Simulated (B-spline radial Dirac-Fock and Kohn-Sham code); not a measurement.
**Dipole and non-dipole photoemission parameters of I 2p3/2**

System: atomic iodine in the configuration [Kr] 4d10 5s2 5p5; threshold 4557.0 eV (tabulated edge). Model: Dirac-Hartree-Slater photoionisation with a Latter tail; cross sections with all multipoles, angular parameters from the dipole term and its interference with E2. Program: an atomic code on a B-spline grid.

Input of the calculation (task.json; shells as n, l, electrons):

```json
{"items": [{
  "Z": 53,
  "q": 0,
  "cfg": [[1, 0, 2], [2, 0, 2], [2, 1, 6], [3, 0, 2], [3, 1, 6], [3, 2, 10], [4, 0, 2], [4, 1, 6], [4, 2, 10], [5, 0, 2], [5, 1, 5]],
  "A": 127,
  "rrms": 4.75,
  "do": "xps",
  "hv": [54.3, 60, 60.5, 77.3, 80.2, 89.6, 108.0, 150, 181.0, 200, 210.0, 250.0, 275.0, 412.0, 800, 1310.0, 1330.0, 1486.9, 2000, 2380.0, 2550.0, 2610.0, 2984.4, 3250.0, 5090.0, 5200.0, 5640.0, 5920.0, 9251.7, 14000.0],
  "edges": {"K": 33169.0, "L1": 5188.0, "L2": 4852.0, "L3": 4557.0, "M1": 1072.0, "M2": 931.0, "M3": 875.0, "M4": 630.8, "M5": 619.3, "N1": 186.0, "N2": 123.0, "N3": 123.0}
}]}
```

Run with: `python xray2_run.py task.json out`

| hν (eV) | σ (kb) | β | γ | δ |
| --- | --- | --- | --- | --- |
| 5090 | 83.1 | 1.297 | -0.325 | 0.009 |
| 5200 | 78.5 | 1.335 | -0.274 | 0.015 |
| 5640 | 63.0 | 1.425 | -0.076 | 0.028 |
| 5920 | ? | ? | ? | ? |
| 9251.7 | 15.4 | 1.481 | 0.978 | 0.065 |
| 14000 | 4.39 | 1.360 | 1.694 | 0.107 |

Problem. Give the values at 5920 eV.

Solution. σ = 55.1 kb, β = 1.455, γ = 0.040, δ = 0.033.
